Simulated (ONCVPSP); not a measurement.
Pseudopotential generation for Au: ONCV, PBE, fully relativistic.

ONCVPSP 4.0.1 was run on this input:

```
# ATOM AND REFERENCE CONFIGURATION
# atsym  z   nc   nv     iexc    psfile
  Au 79.00   10    3        4      upf
#
#   n    l    f
    1    0    2.00
    2    0    2.00
    2    1    6.00
    3    0    2.00
    3    1    6.00
    3    2   10.00
    4    0    2.00
    4    1    6.00
    4    2   10.00
    4    3   14.00
    5    0    2.00
    5    1    6.00
    5    2    8.00
#
# PSEUDOPOTENTIAL AND OPTIMIZATION
# lmax
    2
#
#   l,   rc,      ep,       ncon, nbas, qcut
    0    1.25    0.00    4    7    8.00
    1    1.65    0.00    3    8    6.70
    2    1.35    0.00    3    6    6.50
#
# LOCAL POTENTIAL
# lloc, lpopt,  rc(5),   dvloc0
    4    5    1.25    2.00
#
# VANDERBILT-KLEINMAN-BYLANDER PROJECTORs
# l, nproj, debl
    0    2    0.40
    1    1    3.70
    2    2    2.70
#
# MODEL CORE CHARGE
# icmod, fcfact, rcfact
    1    0.45    0.00
#
# LOG DERIVATIVE ANALYSIS
# epsh1, epsh2, depsh
   -7.00    5.00    0.04
#
# OUTPUT GRID
# rlmax, drl
    6.00    0.01
#
# TEST CONFIGURATIONS
# ncnf
    4
# nvcnf
#   n    l    f
    4
    5    0    2.00
    5    1    6.00
    5    2   10.00
    6    0    1.00
#
    3
    5    0    2.00
    5    1    6.00
    5    2   10.00
#
    3
    5    0    2.00
    5    1    6.00
    5    2    9.00
#
    4
    5    0    2.00
    5    1    6.00
    5    2    9.00
    6    0    1.00
#
```

Command:

```bash
oncvpspr.x < Au.dat > Au.out
```

The program printed (shortened: citation, most of the input echo, consistency checks and plot data are left out):

```
ONCVPSP  (Optimized Norm-Conservinng Vanderbilt PSeudopotential)
relativistic version 4.0.1

#   n    l    f        energy (Ha)
    1    0    2.00    -2.9654214D+03
    2    0    2.00    -5.2389244D+02
    2    1    6.00    -4.3488427D+02    -5.0235290D+02
    3    0    2.00    -1.2466571D+02
    3    1    6.00    -1.0011129D+02    -1.1500021D+02
    3    2   10.00    -8.0901910D+01    -8.4101170D+01
    4    0    2.00    -2.8110119D+01
    4    1    6.00    -2.0419847D+01    -2.3990288D+01
    4    2   10.00    -1.3024588D+01    -1.3689418D+01
    4    3   14.00    -4.2542674D+00    -4.3944348D+00
    5    0    2.00    -5.3041393D+00
    5    1    6.00    -3.3474553D+00    -3.9633981D+00
    5    2    8.00    -1.4651629D+00    -1.5331316D+00

Reference configufation results
  iterations    19
  all-electron total energy (Ha)   -1.90457249D+04

Begin loop to  construct optimized pseudo wave functions
and semi-local pseudopoentials for all angular momenta

WARNING wellstate: negative energy specified for n= 6 l=  0
WARNING scattering state with energy  0.25000000
WARNING will be used for the first projector

   Wellstate for l =  0  n =  8 kap= -1
     eigenvalue =   0.2500
     asymptotic potential =   0.7500
     half-point radius =  4.8857

Calculating optimized projector #   1

 for l=   0

    Fraction of norm inside rc  0.865550
    Optimizing pswf for qcut=   8.01 a_B^-1,  ecut=  32.09 Ha
    Residual kinetic energy error=  6.79D-04 Ha

    Energy error per electron        Cutoff
         Ha          eV             Ha
         0.01000     0.27211       25.18
         0.00100     0.02721       31.05
         0.00010     0.00272       72.17
         0.00001     0.00027       99.41

Calculating optimized projector #   2

 for l=   0

    Fraction of norm inside rc  0.016110
    Optimizing pswf for qcut=   8.01 a_B^-1,  ecut=  32.09 Ha
    Residual kinetic energy error=  1.85D-04 Ha

    Energy error per electron        Cutoff
         Ha          eV             Ha
         0.01000     0.27211       19.24
         0.00100     0.02721       27.24
         0.00010     0.00272       35.34
         0.00001     0.00027       86.04

Calculating optimized projector #   1

 for l=   1

    Fraction of norm inside rc  0.923392
    Optimizing pswf for qcut=   6.69 a_B^-1,  ecut=  22.39 Ha
    Residual kinetic energy error=  3.78D-06 Ha

    Energy error per electron        Cutoff
         Ha          eV             Ha
         0.01000     0.27211       11.65
         0.00100     0.02721       14.66
         0.00010     0.00272       17.03
         0.00001     0.00027       19.71

Calculating optimized projector #   1

 for l=   1

    Fraction of norm inside rc  0.957999
    Optimizing pswf for qcut=   6.69 a_B^-1,  ecut=  22.39 Ha
    Residual kinetic energy error=  9.67D-06 Ha

    Energy error per electron        Cutoff
         Ha          eV             Ha
         0.01000     0.27211       14.04
         0.00100     0.02721       17.36
         0.00010     0.00272       19.88
         0.00001     0.00027       23.41

   Wellstate for l =  2  n =  7 kap= -3
     eigenvalue =   1.2348
     asymptotic potential =   1.7348
     half-point radius =  2.9467

Calculating optimized projector #   1

 for l=   2

    Fraction of norm inside rc  0.483915
    Optimizing pswf for qcut=   6.48 a_B^-1,  ecut=  21.03 Ha
    Residual kinetic energy error=  3.96D-04 Ha

    Energy error per electron        Cutoff
         Ha          eV             Ha
         0.01000     0.27211       15.58
         0.00100     0.02721       19.52
         0.00010     0.00272       28.26
         0.00001     0.00027       53.06

Calculating optimized projector #   2

 for l=   2

    Fraction of norm inside rc  0.042671
    Optimizing pswf for qcut=   6.48 a_B^-1,  ecut=  21.03 Ha
    Residual kinetic energy error=  2.50D-04 Ha

    Energy error per electron        Cutoff
         Ha          eV             Ha
         0.01000     0.27211       13.97
         0.00100     0.02721       18.60
         0.00010     0.00272       22.80
         0.00001     0.00027       35.70

   Wellstate for l =  2  n =  7 kap=  2
     eigenvalue =   1.1669

Calculating optimized projector #   1

 for l=   2

    Fraction of norm inside rc  0.517294
    Optimizing pswf for qcut=   6.48 a_B^-1,  ecut=  21.03 Ha
    Residual kinetic energy error=  7.99D-04 Ha

    Energy error per electron        Cutoff
         Ha          eV             Ha
         0.01000     0.27211       16.42
         0.00100     0.02721       20.62
         0.00010     0.00272       34.94
         0.00001     0.00027       63.44

Calculating optimized projector #   2

 for l=   2

    Fraction of norm inside rc  0.042445
    Optimizing pswf for qcut=   6.48 a_B^-1,  ecut=  21.03 Ha
    Residual kinetic energy error=  4.49D-04 Ha

    Energy error per electron        Cutoff
         Ha          eV             Ha
         0.01000     0.27211       14.75
         0.00100     0.02721       19.48
         0.00010     0.00272       23.91
         0.00001     0.00027       39.73

Construct Vanderbilt / Kleinmman-Bylander projectors

B matrix Hermiticity error, ll=  0  kap= -1
   1   2    6.6051D-04

  Orthonormal projector coefficients  1.2796E+01 -2.0174E+00

B matrix Hermiticity error, ll=  2  kap= -3
   1   2   -2.7949D-04

  Orthonormal projector coefficients  3.6945E+00  3.9606E-01

B matrix Hermiticity error, ll=  2  kap=  2
   1   2   -2.9813D-04

  Orthonormal projector coefficients  3.5643E+00  3.1962E-01

 Orthonormal scalar projector coefficients, l =  1
  3.4861E+00  4.8328E-02

 Orthonormal spin-orbit projector coefficients, l =  1
  6.9158E-01 -4.8722E-01

 Orthonormal scalar projector coefficients, l =  2
  3.6360E+00  3.6529E-01  4.9444E-03  1.6761E-03

 Orthonormal spin-orbit projector coefficients, l =  2
  1.5319E-01 -9.9721E-02  3.7701E-02 -8.4941E-03

Model core correction analysis
  based on d2Exc/dn_idn_j

d2excae - all-electron derivatives

   -2.488299D-02   -2.092002D-02   -1.134677D-02
   -2.095098D-02   -1.964172D-02   -1.273939D-02
   -1.152482D-02   -1.299899D-02   -1.124118D-02

d2excps - pseudofunction derivatives with no core correction

   -4.371524D-02   -3.620713D-02   -1.847539D-02
   -3.625312D-02   -3.187032D-02   -1.882988D-02
   -1.873702D-02   -1.921111D-02   -1.646522D-02

rms 2nd derivative error    1.143995E-02

Polynomial model core charge

d2excps - pseudofunction derivatives with core correction

   -2.895882D-02   -2.484772D-02   -1.528712D-02
   -2.489149D-02   -2.302313D-02   -1.647550D-02
   -1.553845D-02   -1.684222D-02   -1.572338D-02

rms 2nd derivative error    3.936371E-03

Pseudoatom total energy -135.567119

Diagnostic tests using Vanderbilt-Kleinman-Bylander pseudopotentials
  relativistic with J = L +/- 1/2 projectors

   l  kap   rcore       rmatch      e in        delta e    norm test   slope test

   0  -1   1.2549476   1.2930506  -5.3041393  -0.0000751   1.0004786   1.0004746
   0  -1   1.2549476   1.2930506   0.2500000  -0.0001311   1.0001098   1.0001098

   1  -2   1.6524667   1.7026392  -3.3474553   0.0000168   1.0000034   1.0000170
   1   1   1.6524667   1.7026392  -3.9633981  -0.0000030   0.9999996   0.9999879

   2  -3   1.3564361   1.3976205  -1.4651629  -0.0000058   1.0001290   1.0002348
   2   2   1.3564361   1.3976205  -1.5331316   0.0000332   1.0001434   1.0001028
   2  -3   1.3564361   1.3976205   1.2348371   0.0000294   1.0004874   1.0004874
   2   2   1.3564361   1.3976205   1.2241840   0.0000271   1.0004897   1.0004897

Diagnostic tests using Vanderbilt-Kleinman-Bylander pseudopotentials
  relativistic with scalar and spin-orbit non-local projectors

   l  kap   rcore       rmatch      e in        delta e    norm test   slope test

   0  -1   1.2549476   1.2930506  -5.3041393  -0.0000751   1.0004786   1.0004746
   0  -1   1.2549476   1.2930506   0.2500000  -0.0001311   1.0001098   1.0001098

   1  -2   1.6524667   1.7026392  -3.3474553   0.0000168   1.0000034   1.0000170
   1   1   1.6524667   1.7026392  -3.9633981  -0.0000030   0.9999996   0.9999879

   2  -3   1.3564361   1.3976205  -1.4651629  -0.0000735   1.0001078   1.0000124
   2   2   1.3564361   1.3976205  -1.5331316  -0.0000341   1.0001238   0.9999269
   2  -3   1.3564361   1.3976205   1.2348371   0.0000196   1.0004750   1.0004750
   2   2   1.3564361   1.3976205   1.2241840   0.0000230   1.0004814   1.0004814

Ghost test for J = L + 1/2

 Testing for bound ghosts
   n   l    E NL Schr. Eq   E Basis Diag.   E Cutoff

   1   0       -5.304214       -5.304211    120.37

   2   1       -3.347439       -3.347458     82.36

   3   2       -1.465169       -1.461778     99.77

 Testing for highly-localized positive-energy ghosts
       l    <radius>/rc     E Basis Diag.   E Cutoff

       0        0.742313        8.629415    120.37  WARNING - GHOST(+)

Ghost test for J = L - 1/2

 Testing for bound ghosts
   n   l    E NL Schr. Eq   E Basis Diag.   E Cutoff

   1   0       -5.304214       -5.304211    120.37

   2   1       -3.963401       -3.963396     82.36

   3   2       -1.533098       -1.530508     99.77

 Testing for highly-localized positive-energy ghosts
       l    <radius>/rc     E Basis Diag.   E Cutoff

       0        0.742313        8.629415    120.37  WARNING - GHOST(+)

Test configuration 0

   n   l kap    f        eae           eps        diff
   1   0  -1  2.0000-2965.42143620
   2   0  -1  2.0000 -523.89243536
   2   1  -2  4.0000 -434.88426766
   2   1   1  2.0000 -502.35289535
   3   0  -1  2.0000 -124.66571070
   3   1  -2  4.0000 -100.11129105
   3   1   1  2.0000 -115.00021169
   3   2  -3  6.0000  -80.90190979
   3   2   2  4.0000  -84.10117028
   4   0  -1  2.0000  -28.11011913
   4   1  -2  4.0000  -20.41984734
   4   1   1  2.0000  -23.99028785
   4   2  -3  6.0000  -13.02458799
   4   2   2  4.0000  -13.68941773
   4   3  -4  8.0000   -4.25426739
   4   3   3  6.0000   -4.39443478
   5   0  -1  2.0000   -5.30413928   -5.30421438   -7.51E-05
   5   1  -2  4.0000   -3.34745534   -3.34743858    1.68E-05
   5   1   1  2.0000   -3.96339807   -3.96340104   -2.97E-06
   5   2  -3  4.8000   -1.46516294   -1.46516874   -5.81E-06
   5   2   2  3.2000   -1.53313156   -1.53309837    3.32E-05

    Total energies and differences
      AE_ref= -1.90457249E+04  AE_tst= -1.90457249E+04  dif=  0.00E+00
      PS_ref= -1.35567119E+02  PS_tst= -1.35567119E+02  dif= -5.68E-14
      PSP excitation error=  5.68E-14

Test configuration 1

   n   l kap    f        eae           eps        diff
   1   0  -1  2.0000-2964.07192164
   2   0  -1  2.0000 -522.54295263
   2   1  -2  4.0000 -433.53477167
   2   1   1  2.0000 -501.00330787
   3   0  -1  2.0000 -123.31907158
   3   1  -2  4.0000  -98.76473052
   3   1   1  2.0000 -113.65341220
   3   2  -3  6.0000  -79.55489079
   3   2   2  4.0000  -82.75405189
   4   0  -1  2.0000  -26.76530042
   4   1  -2  4.0000  -19.07527050
   4   1   1  2.0000  -22.64548187
   4   2  -3  6.0000  -11.68016999
   4   2   2  4.0000  -12.34490780
   4   3  -4  8.0000   -2.91090244
   4   3   3  6.0000   -3.05095257
   5   0  -1  2.0000   -3.97293213   -3.97331333   -3.81E-04
   5   1  -2  4.0000   -2.03394354   -2.03358626    3.57E-04
   5   1   1  2.0000   -2.63931281   -2.63932147   -8.66E-06
   5   2  -3  6.0000   -0.23194165   -0.23187583    6.58E-05
   5   2   2  4.0000   -0.28800108   -0.28791171    8.94E-05
   6   0  -1  1.0000   -0.21242750   -0.21254697   -1.19E-04

    Total energies and differences
      AE_ref= -1.90457249E+04  AE_tst= -1.90480965E+04  dif= -2.37E+00
      PS_ref= -1.35567119E+02  PS_tst= -1.37938752E+02  dif= -2.37E+00
      PSP excitation error=  7.30E-05

Test configuration 2

   n   l kap    f        eae           eps        diff
   1   0  -1  2.0000-2964.38469095
   2   0  -1  2.0000 -522.85229136
   2   1  -2  4.0000 -433.84411468
   2   1   1  2.0000 -501.31290544
   3   0  -1  2.0000 -123.62900212
   3   1  -2  4.0000  -99.07467948
   3   1   1  2.0000 -113.96331933
   3   2  -3  6.0000  -79.86456781
   3   2   2  4.0000  -83.06369816
   4   0  -1  2.0000  -27.07572728
   4   1  -2  4.0000  -19.38567856
   4   1   1  2.0000  -22.95589097
   4   2  -3  6.0000  -11.99047607
   4   2   2  4.0000  -12.65521945
   4   3  -4  8.0000   -3.22130129
   4   3   3  6.0000   -3.36133989
   5   0  -1  2.0000   -4.28512488   -4.28613671   -1.01E-03
   5   1  -2  4.0000   -2.34839483   -2.34824520    1.50E-04
   5   1   1  2.0000   -2.95254619   -2.95309438   -5.48E-04
   5   2  -3  6.0000   -0.54136310   -0.54128932    7.38E-05
   5   2   2  4.0000   -0.59895937   -0.59887826    8.11E-05

    Total energies and differences
      AE_ref= -1.90457249E+04  AE_tst= -1.90477500E+04  dif= -2.03E+00
      PS_ref= -1.35567119E+02  PS_tst= -1.37592136E+02  dif= -2.03E+00
      PSP excitation error= -1.03E-04

Test configuration 3

   n   l kap    f        eae           eps        diff
   1   0  -1  2.0000-2964.87154194
   2   0  -1  2.0000 -523.34058789
   2   1  -2  4.0000 -434.33240130
   2   1   1  2.0000 -501.80110342
   3   0  -1  2.0000 -124.11629011
   3   1  -2  4.0000  -99.56193806
   3   1   1  2.0000 -114.45065701
   3   2  -3  6.0000  -80.35206616
   3   2   2  4.0000  -83.55123566
   4   0  -1  2.0000  -27.56238249
   4   1  -2  4.0000  -19.87228725
   4   1   1  2.0000  -23.44255053
   4   2  -3  6.0000  -12.47709332
   4   2   2  4.0000  -13.14185544
   4   3  -4  8.0000   -3.70756358
   4   3   3  6.0000   -3.84764234
   5   0  -1  2.0000   -4.76669735   -4.76726653   -5.69E-04
   5   1  -2  4.0000   -2.82194319   -2.82173137    2.12E-04
   5   1   1  2.0000   -3.43087604   -3.43109822   -2.22E-04
   5   2  -3  5.4000   -0.97962482   -0.97957758    4.72E-05
   5   2   2  3.6000   -1.04230914   -1.04224201    6.71E-05

    Total energies and differences
      AE_ref= -1.90457249E+04  AE_tst= -1.90469699E+04  dif= -1.24E+00
      PS_ref= -1.35567119E+02  PS_tst= -1.36812068E+02  dif= -1.24E+00
      PSP excitation error= -3.41E-05

Test configuration 4

   n   l kap    f        eae           eps        diff
   1   0  -1  2.0000-2964.50514988
   2   0  -1  2.0000 -522.97829720
   2   1  -2  4.0000 -433.97009958
   2   1   1  2.0000 -501.43848082
   3   0  -1  2.0000 -123.75377797
   3   1  -2  4.0000  -99.19941753
   3   1   1  2.0000 -114.08814370
   3   2  -3  6.0000  -79.98979131
   3   2   2  4.0000  -83.18898027
   4   0  -1  2.0000  -27.19962670
   4   1  -2  4.0000  -19.50960152
   4   1   1  2.0000  -23.07981839
   4   2  -3  6.0000  -12.11455918
   4   2   2  4.0000  -12.77929733
   4   3  -4  8.0000   -3.34507926
   4   3   3  6.0000   -3.48515349
   5   0  -1  2.0000   -4.40381764   -4.40367982    1.38E-04
   5   1  -2  4.0000   -2.45842761   -2.45792824    4.99E-04
   5   1   1  2.0000   -3.06761103   -3.06718664    4.24E-04
   5   2  -3  5.4000   -0.62573887   -0.62572840    1.05E-05
   5   2   2  3.6000   -0.68661359   -0.68656367    4.99E-05
   6   0  -1  1.0000   -0.52743712   -0.52754063   -1.04E-04

    Total energies and differences
      AE_ref= -1.90457249E+04  AE_tst= -1.90476498E+04  dif= -1.92E+00
      PS_ref= -1.35567119E+02  PS_tst= -1.37492141E+02  dif= -1.93E+00
      PSP excitation error=  1.26E-04
```

The run took about 5.2 s on one core of a shared server CPU.
